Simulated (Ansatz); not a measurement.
Two isomers of C2H8FNSi: A = `C[SiH2]C(N)F`, B = `FCNC[SiH3]`.

Program: Ansatz. Geometries: PBE0-D4/def2-TZVP. ΔE: electronic, gas phase. CCSD(T)/CBS adds triple-zeta CCSD(T) − MP2 to the extrapolated MP2 energy (def2 sets, frozen cores). Functionals use def2-TZVPP. B3LYP here is the variant with VWN-RPA as its local correlation; programs differ in this. One conformer a species, not always the lowest.

A:

Z-matrix (Å, degrees):
```
C
Si 1 1.869
H 1 1.092 2 110.6
H 1 1.092 2 110.5 3 119.5
H 1 1.093 2 111.4 3 -121.0
C 2 1.907 1 109.7 3 56.4
H 2 1.488 1 111.0 3 176.1
H 2 1.486 1 110.9 3 -62.8
F 6 1.428 2 107.0 1 -72.1
N 6 1.405 2 112.4 1 51.8
H 6 1.094 2 111.1 1 174.1
H 10 1.010 6 113.3 2 -57.1
H 10 1.011 6 113.5 2 176.9
```

B:

Z-matrix (Å, degrees):
```
C
N 1 1.400
F 1 1.407 2 113.5
H 1 1.092 2 110.2 3 119.0
H 1 1.093 2 110.1 3 -118.5
C 2 1.454 1 116.5 3 62.8
H 2 1.011 1 111.8 3 -68.3
Si 6 1.884 2 111.1 1 174.4
H 6 1.099 2 113.2 1 -61.2
H 6 1.096 2 108.4 1 56.4
H 8 1.485 6 110.8 2 -65.4
H 8 1.487 6 109.7 2 173.5
H 8 1.489 6 109.3 2 54.2
```

Which isomer does CCSD(T)/CBS put lower? Give the gap. (Best estimate.)

Ansatz gave: A, by 61.6 kJ/mol.

Give E(B) − E(A) in kJ/mol with MP2/def2-TZVPP, r2SCAN-D4, B2PLYP, B3LYP, PBE0-D4, B3LYP-D4, CCSD(T)/def2-TZVPP. (An estimate is asked.)

Computed: MP2/def2-TZVPP 61.0, r2SCAN-D4 65.6, B2PLYP 59.7, B3LYP 58.9, PBE0-D4 61.3, B3LYP-D4 61.0, CCSD(T)/def2-TZVPP 58.3. None reverses the order clearly.

Largest T1 diagnostic: 0.011.

In def2-TZVPP, CCSD(T) changes the Hartree–Fock value by +9.4 kJ/mol (the triples alone add +1.1 kJ/mol) and MP2 by +12.1 kJ/mol.
